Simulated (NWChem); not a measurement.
System: SnSiH3Br, singlet; SMILES [SiH3][Sn][Br]

The following NWChem deck was run.

```
start job
memory heap 200 mb stack 900 mb global 1100 mb
geometry units angstroms noautosym nocenter noautoz
  Sn     0.774874    -0.542714    -0.377939
  Br    -0.417804     1.568413     0.479490
  Si    -1.509530    -1.939775    -0.066365
  H     -1.407323    -3.397367    -0.454385
  H     -2.602287    -1.319172    -0.903612
  H     -1.946140    -1.880725     1.378053
end
basis spherical
  * library def2-svpd
end
ecp
  Sn library def2-ecp
end
dft
  xc xpbe96 cpbe96
  iterations 150
end
property
  response 1 0.0
end
task dft property
```

Excerpt of the output:

```
             Northwest Computational Chemistry Package (NWChem) 7.3.0
             --------------------------------------------------------

                             Geometry "geometry" -> ""
                             -------------------------

 Output coordinates in angstroms (scale by  1.889725989 to convert to a.u.)

  No.       Tag          Charge          X              Y              Z
 ---- ---------------- ---------- -------------- -------------- --------------
    1 Sn                  50.0000     0.77487400    -0.54271400    -0.37793900
    2 Br                  35.0000    -0.41780400     1.56841300     0.47949000
    3 Si                  14.0000    -1.50953000    -1.93977500    -0.06636500
    4 H                    1.0000    -1.40732300    -3.39736700    -0.45438500
    5 H                    1.0000    -2.60228700    -1.31917200    -0.90361200
    6 H                    1.0000    -1.94614000    -1.88072500     1.37805300

 Effective nuclear repulsion energy (a.u.)     618.2644778262

                                 NWChem DFT Module
                                 -----------------

 Summary of "ao basis" -> "ao basis" (spherical)
 ------------------------------------------------------------------------------
       Tag                 Description            Shells   Functions and Types
 ---------------- ------------------------------  ------  ---------------------
 Sn                        def2-svpd                12       32   5s4p3d
 Br                        def2-svpd                15       41   6s5p4d
 Si                        def2-svpd                10       24   5s3p2d
 H                         def2-svpd                 4        8   2s2p

            General Information
            -------------------
          SCF calculation type: DFT
          Wavefunction type:  closed shell.
          No. of atoms     :     6
          No. of electrons :    74
           Alpha electrons :    37
            Beta electrons :    37
          Charge           :     0
          Spin multiplicity:     1
          Use of symmetry is: off; symmetry adaption is: off
          Maximum number of iterations: 150
          AO basis - number of functions:   121
                     number of shells:    49
          Convergence on energy requested:  1.00D-06
          Convergence on density requested:  1.00D-05
          Convergence on gradient requested:  5.00D-04

              XC Information
              --------------
          PerdewBurkeErnzerhof Exchange Functional  1.000
            Perdew 1991 LDA Correlation Functional  1.000 local
           PerdewBurkeErnz. Correlation Functional  1.000 non-local

             Grid Information
             ----------------
          Grid used for XC integration:  medium
          Radial quadrature: Mura-Knowles
          Angular quadrature: Lebedev.
          Tag              B.-S. Rad. Rad. Pts. Rad. Cut. Ang. Pts.
          ---              ---------- --------- --------- ---------
          Sn                  1.45      123          12.0       590
          Br                  1.15      112          13.0       590
          Si                  1.10       88          14.0       590
          H                   0.35       45          15.0       434
          Grid pruning is: on
          Number of quadrature shells:   458
          Spatial weights used:  Erf1

      Superposition of Atomic Density Guess
      -------------------------------------

 Sum of atomic energies:       -3111.41771044

      Non-variational initial energy
      ------------------------------

 Total energy =   -3075.952598
 1-e energy   =   -5012.662567
 2-e energy   =    1609.613184
 HOMO         =      -0.202360
 LUMO         =      -0.073311

   convergence    iter        energy       DeltaE   RMS-Dens  Diis-err
 ---------------- ----- ----------------- --------- --------- ---------
 d= 0,ls=0.0,diis     1  -3078.7865937898 -3.41D+03  2.00D-02  4.58D-01
 d= 0,ls=0.0,diis     2  -3078.2906284031  4.96D-01  1.49D-02  2.85D+00
 d= 0,ls=0.0,diis     3  -3078.8325139458 -5.42D-01  4.07D-03  7.83D-02
 d= 0,ls=0.0,diis     4  -3078.8478043779 -1.53D-02  1.48D-03  1.24D-02
 d= 0,ls=0.0,diis     5  -3078.8496167067 -1.81D-03  5.38D-04  2.78D-03
  Resetting Diis
 d= 0,ls=0.0,diis     6  -3078.8501446974 -5.28D-04  1.12D-04  6.50D-05
 d= 0,ls=0.0,diis     7  -3078.8501589337 -1.42D-05  9.34D-05  8.02D-06
 d= 0,ls=0.0,diis     8  -3078.8501550999  3.83D-06  5.86D-05  2.61D-05
 d= 0,ls=0.0,diis     9  -3078.8501606730 -5.57D-06  8.97D-06  8.62D-07
 d= 0,ls=0.0,diis    10  -3078.8501608145 -1.41D-07  2.12D-06  3.16D-08

         Total DFT energy =    -3078.850160814452
      One electron energy =    -5014.109471795231
           Coulomb energy =     1738.944368611322
    Exchange-Corr. energy =     -130.781843208992
 Nuclear repulsion energy =      327.096785578447

 Numeric. integr. density =       74.000020067586

                       DFT Final Molecular Orbital Analysis
                       ------------------------------------

 Vector   35  Occ=2.000000D+00  E=-2.668604D-01
              MO Center= -3.7D-01,  1.3D+00,  4.1D-01, r^2= 2.3D+00
   Bfn.  Coefficient  Atom+Function         Bfn.  Coefficient  Atom+Function
  ----- ------------  ---------------      ----- ------------  ---------------
    50      0.507300  2 Br pz                47      0.474432  2 Br pz
    44     -0.314228  2 Br pz                48      0.144644  2 Br px
    45      0.135269  2 Br px                14      0.131410  1 Sn pz
    49     -0.124390  2 Br py                46     -0.116325  2 Br py
    41      0.102209  2 Br pz                42     -0.089592  2 Br px

 Vector   36  Occ=2.000000D+00  E=-2.639057D-01
              MO Center= -3.0D-01,  9.8D-01,  3.0D-01, r^2= 3.6D+00
   Bfn.  Coefficient  Atom+Function         Bfn.  Coefficient  Atom+Function
  ----- ------------  ---------------      ----- ------------  ---------------
    49      0.358474  2 Br py                48      0.351194  2 Br px
    46      0.335117  2 Br py                45      0.330042  2 Br px
    43     -0.221860  2 Br py                42     -0.218834  2 Br px
    12      0.174956  1 Sn px                 3      0.164314  1 Sn s
     4      0.107534  1 Sn s                 85     -0.098150  3 Si px

 Vector   37  Occ=2.000000D+00  E=-2.062610D-01
              MO Center= -9.2D-02, -6.3D-01, -1.5D-01, r^2= 5.2D+00
   Bfn.  Coefficient  Atom+Function         Bfn.  Coefficient  Atom+Function
  ----- ------------  ---------------      ----- ------------  ---------------
    12      0.341123  1 Sn px                77     -0.306479  3 Si s
     3      0.267472  1 Sn s                 48     -0.263876  2 Br px
    85     -0.262115  3 Si px                45     -0.235422  2 Br px
    82     -0.223062  3 Si px                 4      0.200870  1 Sn s
    15      0.177840  1 Sn px                42      0.153571  2 Br px

 Vector   38  Occ=0.000000D+00  E=-1.494273D-01
              MO Center=  5.6D-01, -5.1D-01, -3.1D-01, r^2= 3.9D+00
   Bfn.  Coefficient  Atom+Function         Bfn.  Coefficient  Atom+Function
  ----- ------------  ---------------      ----- ------------  ---------------
    14      0.541116  1 Sn pz                17      0.454623  1 Sn pz
    50     -0.196814  2 Br pz                11     -0.164951  1 Sn pz
    47     -0.164369  2 Br pz                12      0.154614  1 Sn px
     8     -0.153219  1 Sn pz                13     -0.132447  1 Sn py
    15      0.129961  1 Sn px                16     -0.111226  1 Sn py

 Vector   39  Occ=0.000000D+00  E=-7.592700D-02
              MO Center=  4.8D-01, -4.6D-01, -2.7D-01, r^2= 6.0D+00
   Bfn.  Coefficient  Atom+Function         Bfn.  Coefficient  Atom+Function
  ----- ------------  ---------------      ----- ------------  ---------------
    16      0.434977  1 Sn py                13      0.432385  1 Sn py
    49      0.298160  2 Br py                 5     -0.280165  1 Sn s
    37     -0.267540  2 Br s                 38      0.266433  2 Br s
     3      0.236305  1 Sn s                  4      0.232490  1 Sn s
    36     -0.215791  2 Br s                 46      0.213316  2 Br py

 Vector   40  Occ=0.000000D+00  E=-3.536521D-02
              MO Center=  1.6D-01, -9.3D-01, -3.0D-01, r^2= 8.9D+00
   Bfn.  Coefficient  Atom+Function         Bfn.  Coefficient  Atom+Function
  ----- ------------  ---------------      ----- ------------  ---------------
    77      1.479440  3 Si s                 78     -1.241602  3 Si s
     5      1.006919  1 Sn s                  4     -0.513938  1 Sn s
     3     -0.362655  1 Sn s                 12      0.347424  1 Sn px
    76      0.265214  3 Si s                 15      0.256914  1 Sn px
    99     -0.238253  4 H  s                107     -0.211127  5 H  s

     Multipole analysis of the density
     ---------------------------------

     L   x y z        total         alpha         beta         nuclear
     -   - - -        -----         -----         ----         -------
     0   0 0 0      0.000000    -37.000000    -37.000000     74.000000

     1   1 0 0      0.709618     23.659932     23.659932    -46.610246
     1   0 1 0     -0.649763     -9.018219     -9.018219     17.386675
     1   0 0 1     -0.362142     -7.322759     -7.322759     14.283377

[...]

 DFT Linear Response polarizability / au
 Frequency  =       0.0000000 / au
              X              Y              Z
 -----------------------------------------------
 X     115.9836102     11.4553842     -8.5229953
 Y      11.4555978    126.3198160      8.9377899
 Z      -8.5229431      8.9378509     81.0074103
 -----------------------------------------------
 Eigenvalues =     113.0318250    133.8951331     76.3838785
 Isotropic   =     107.7702788
 Anisotropic =      50.4276413
 -----------------------------------------------

 Magnetic Dipole Response Matrix (nonzero elements):

 Exiting AOResponse driver routine
```

Level: PBE/def2-SVPD with def2 effective core potentials on Sn. Low-valent species are run as closed-shell singlets; no triplet was tried in these runs. All runs use the structure optimised with PBE-D3(BJ)/def2-SVP. def2 effective core potentials on Sn; no spin-orbit coupling.
